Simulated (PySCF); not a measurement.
CBClF4. Atoms are numbered in the order given.

```xyz
7

B      0.5040    -0.5646     0.0000
C     -0.1300     0.9242     0.0000
F     -0.9066     1.1151    -1.0970
F      0.8234     1.8830     0.0000
F     -0.9066     1.1151     1.0970
Cl    -0.5395    -1.9617     0.0000
F      1.8153    -0.7103     0.0000
```

The structure is a stationary point at PBE-D3(BJ)/def2-SVP. The structure was generated by enumeration, and PubChem lists no compound with its InChIKey, so it may never have been made.

The numbers are results of PySCF with PBE-D3(BJ)/def2-SVP, not measurements.

Frequencies are harmonic and unscaled.

Computed normal modes with their intensities:
| mode | ν (cm⁻¹) | IR (km/mol) | moving atoms (share of kinetic energy) |
|---|---|---|---|
| 1 | 5 | 0.1 | F 82 %, Cl 17 % |
| 2 | 147 | 1.6 | F 60 %, Cl 34 % |
| 3 | 172 | 3.2 | F 82 % |
| 4 | 277 | 0.8 | F 82 %, Cl 14 % |
| 5 | 342 | 0.2 | F 75 %, Cl 19 % |
| 6 | 471 | 9.8 | F 56 %, Cl 30 %, B 14 % |
| 7 | 480 | 6.4 | F 79 %, B 17 % |
| 8 | 530 | 2.5 | F 89 %, C 9 % |
| 9 | 615 | 10.9 | B 67 %, F 28 % |
| 10 | 709 | 27.7 | F 81 %, C 12 % |
| 11 | 964 | 269.8 | B 60 %, F 24 %, C 9 % |
| 12 | 1101 | 237.4 | C 72 %, F 27 % |
| 13 | 1141 | 230.0 | C 76 %, F 24 % |
| 14 | 1270 | 150.4 | C 42 %, B 38 %, F 18 % |
| 15 | 1393 | 155.4 | B 56 %, C 24 %, F 20 % |
